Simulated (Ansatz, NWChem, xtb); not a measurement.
Ligand exchange: Si(CH3)Cl3 + CH3Cl → SiCl4 + C2H6

Species: Si(CH3)Cl3 (methyltrichlorosilane), singlet; CH3Cl (chloromethane) `CCl`, singlet; SiCl4 (silicon tetrachloride) `Cl[Si](Cl)(Cl)Cl`, singlet; C2H6 (ethane) `CC`, singlet. The partners trade CH3 for Cl: Si–CH3 and C–Cl bonds give way to Si–Cl and C–CH3.

Shapes, held fixed at every level: PBE0-D4/def2-TZVP. Programs: Ansatz 0.2.0, NWChem 7.3.0, xtb 6.7.1. A level may come from different programs for different species; with the same settings they agree closely. The zero-point and thermal change to 298 K, harmonic and unscaled (PBE0-D4/def2-TZVP), is +3.9 kJ/mol.

**The experiment to reproduce.** Tabulated heats of formation (Active Thermochemical Tables, NIST-JANAF tables): Si(CH3)Cl3 -528.9 (JANAF); CH3Cl -82.6 (ATcT); SiCl4 -662.7 (JANAF); C2H6 -83.8 (ATcT) kJ/mol, which give ΔH(298 K) = -135.0 kJ/mol.

| level | kind | ΔH (kJ/mol) | computed − measured |
| --- | --- | --- | --- |
| GFN2-xTB | semi-empirical | -114.2 | +20.8 |
| HF/def2-SVP | Hartree–Fock | -99.2 | +35.9 |
| HF/def2-TZVPP | Hartree–Fock | -91.0 | +44.0 |
| r2SCAN-D4/def2-TZVPP | meta-GGA | -91.5 | +43.6 |
| B3LYP-D4/def2-TZVPP | global hybrid | -89.5 | +45.6 |
| MP2/def2-TZVPP | perturbation theory | -95.0 | +40.0 |
| CCSD(T)/def2-SVP | coupled cluster or CI | -103.8 | +31.2 |
| CCSD/def2-TZVPP | coupled cluster or CI | -90.0 | +45.0 |
| CCSD(T)/CBS estimate | coupled cluster or CI | -90.8 | +44.2 |

Nearest: GFN2-xTB (+20.8); farthest: B3LYP-D4/def2-TZVPP (+45.6). 0 of 9 levels lie within 10 kJ/mol. The tabulated value of Si(CH3)Cl3 is in doubt (older tables, estimates, or at odds with other calculations) and kept here. The CCSD(T) estimate misses by more than it usually does, so one of the tabulated heats may be at fault. The CBS estimate extrapolates MP2 from def2-TZVPP and def2-QZVPP and adds CCSD(T) − MP2 in the triple-zeta set, cores frozen.
